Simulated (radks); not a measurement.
Values are calculated unless marked as measured or tabulated.
Q: Excited configurations of Pt37+: one electron is placed in a higher orbital outside [Kr] 4d4. The ground configuration is [Kr] 4d5. Level of theory: scalar-relativistic Kohn-Sham, PBE, spin-polarised, spherical densities, point nucleus; open shells are filled with parallel spins first (spin-orbit coupling, left out, can overturn this in heavy ions) (a radial shooting solver on a logarithmic mesh with Libxc functionals). Excitation = E - E(ground); binding = E(ion) - E, where the ion is the core of charge +38; n* = 38/sqrt(2 binding) in atomic units. These energies are relativistic, and a one-electron ion of charge +38 with no core already has n* below n in this formula (scalar-relativistic equation, point nucleus: 5s 4.967, 5p 4.980, 5d 4.990, 5f 4.995, 6s 5.966, 6p 5.979, 6d 5.989, 6f 5.994, 7s 6.965, 7f 6.993). The quantum defect is therefore taken as that value minus n*, so that it holds no relativistic shift of the bare ion.

outer orbital  excitation (eV)  binding (eV)     n*  quantum defect  eigenvalue (eV)  <r> (bohr)
5p                      604.99        1094.6  4.237           0.744          -1079.4      0.6939
5d                      706.09        993.48  4.447           0.543          -978.57      0.7139
5f                      804.03        895.55  4.684           0.311          -880.20      0.7109
6s                      939.82        759.75  5.085           0.880          -751.27       1.030
6p                      985.24        714.33  5.244           0.735          -706.15       1.071
6d                      1039.3        660.31  5.455           0.535          -652.26       1.108
6f                      1091.0        608.58  5.682           0.312          -600.44       1.123
7s                      1168.8        530.73  6.084           0.881          -524.62       1.470
7f                      1259.0        440.58  6.678           0.315          -435.11       1.609

Estimate the row for 5s.

A: excitation (eV) 518.61; binding (eV) 1181.0; n* 4.079; quantum defect 0.888; eigenvalue (eV) -1165.0; <r> (bohr) 0.6660. The Delta-SCF ionisation energy is 1699.6 eV (NIST Atomic Spectra Database: 1680 eV, theoretical). Self-interaction in the functional shifts the binding energies and quantum defects, so they are the method's values and not measured ones. Open shells are spherical and high-spin; term and fine-structure splittings are not resolved. Spin-orbit splitting is averaged out at the scalar-relativistic level.
